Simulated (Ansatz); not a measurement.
The same molecule with X = B, Al, Ga, In. Ansatz, PBE0-D4/def2-TZVP geometries, multiplicity 2. Each molecule was computed in one conformer, which needn't be the lowest.

Elements past krypton have def2 core potentials. Scalar relativity is left out up to krypton.

| X | molecule | mean X–Cl bond length / Å | mean X–S bond length / Å | zero-point energy (PBE0-D4/def2-TZVP) / kJ/mol | size of the dipole moment (PBE/def2-TZVPP) / D | ideal-gas entropy at 298 K and 1 bar (rigid rotor, harmonic PBE0-D4/def2-TZVP) / J/(mol·K) |
| --- | --- | --- | --- | --- | --- | --- |
| B | `S[B]Cl`• | 1.722 | 1.766 | 35.3 | 1.02 | 282 |
| Al | `[SH][Al][Cl]`• | 2.107 | 2.193 | 28.4 | 1.95 | 306 |
| Ga | `[SH][Ga][Cl]`• | 2.170 | 2.233 | 26.4 | 0.90 | 319 |

(1) Give the row for X = In, `[SH][In][Cl]`•. (Best estimate.)

Results:

(1) The calculation gave: 
| X | molecule | mean X–Cl bond length / Å | mean X–S bond length / Å | zero-point energy (PBE0-D4/def2-TZVP) / kJ/mol | size of the dipole moment (PBE/def2-TZVPP) / D | ideal-gas entropy at 298 K and 1 bar (rigid rotor, harmonic PBE0-D4/def2-TZVP) / J/(mol·K) |
| --- | --- | --- | --- | --- | --- | --- |
| In | `[SH][In][Cl]`• | 2.358 | 2.430 | 25.6 | 2.96 | 331 |

From B to In the mean X–Cl bond length rises at each step, by 0.636 Å in all; the mean X–S bond length rises at each step, by 0.664 Å in all; the zero-point energy (PBE0-D4/def2-TZVP) falls at each step, by 9.7 kJ/mol in all; the ideal-gas entropy at 298 K and 1 bar (rigid rotor, harmonic PBE0-D4/def2-TZVP) rises at each step, by 49 J/(mol·K) in all. Bonds lengthen as the atom grows down the group. Dipoles are sizes alone, and their direction can turn along the series.
